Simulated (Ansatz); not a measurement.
A run for Ansatz (an electronic-structure program): U-CCSD(T)/cc-pVDZ on CF3 (SMILES F[C](F)F).

Ansatz 0.2 input:
```yaml
crystal:
  periodic: [false, false, false]
  atoms:
    - {symbol: C, position_ang: [-0.00001491, -0.00000000, 0.29595260]}
    - {symbol: F, position_ang: [1.25758553, 0.00000000, -0.09865383]}
    - {symbol: F, position_ang: [-0.62883531, 1.08912628, -0.09864939]}
    - {symbol: F, position_ang: [-0.62883531, -1.08912628, -0.09864939]}
basis:
  gaussian:
    orbitals: cc-pVDZ
magnetization: {spin_polarized: true, initial_magnetization: 1}
correlation: {method: ccsd_t, electrons: outside_noble_gas}
scf: {omitted_lower_state_checks: [cluster_reference]}
```

The log:

```
WARN ansatz: RAYON_NUM_THREADS=4 ignored (pool sized by the plan → 4); use --threads N
Functional definition: HF
these checks for a lower state are left out or cut short: cluster_reference
integrals: 0.04 GiB planned
520 factors; integrals over basis functions are off by at most 8.6e-4 eV
mean field: 0.15 GiB planned
mean field evaluation 1: about -9143.8980 eV, gradient 2.6e1 eV
mean field evaluation 2: about -9144.0463 eV, gradient 2.7e1 eV
mean field evaluation 4: about -9146.9282 eV, gradient 2.8e0 eV
mean field evaluation 8: about -9147.0239 eV, gradient 4.9e-1 eV
mean field evaluation 16: about -9147.0283 eV, gradient 4.1e-6 eV
mean field -9147.02833268 eV, -336.1470911475 hartree, gradient 4.1e-6 eV, S^2 0.754163; 0 other end points of the search recorded, 0 dependent functions left out
4 core orbitals not correlated
reference -9147.02833268 eV, -336.1470911475 hartree; 13, 12 occupied and 39, 40 virtual orbitals, 520 factors
second order -18.04244346 eV of doubles, -0.00000000 eV of singles
coupled cluster: 0.18 GiB planned
cycle   1  -17.87893506 eV  change    1.6e-1 eV  update   9.0e-2
cycle   2  -18.24519212 eV  change   -3.7e-1 eV  update   2.5e-2
cycle   3  -18.34597134 eV  change   -1.0e-1 eV  update   1.5e-2
cycle   4  -18.33836619 eV  change    7.6e-3 eV  update   4.0e-3
cycle   5  -18.33610274 eV  change    2.3e-3 eV  update   1.7e-3
cycle   6  -18.33691484 eV  change   -8.1e-4 eV  update   4.5e-4
cycle   7  -18.33694556 eV  change   -3.1e-5 eV  update   1.5e-4
cycle   8  -18.33693859 eV  change    7.0e-6 eV  update   4.9e-5
cycle   9  -18.33695275 eV  change   -1.4e-5 eV  update   1.8e-5
perturbative correction -0.35811058 eV, -0.0131603209 hartree
Total energy: -9165.72339600 eV, -336.8341220527 hartree
Checks for a lower state left out: cluster_reference
```

Self-consistency was reached.

Cost: about 1.9 core-seconds (a rough figure).
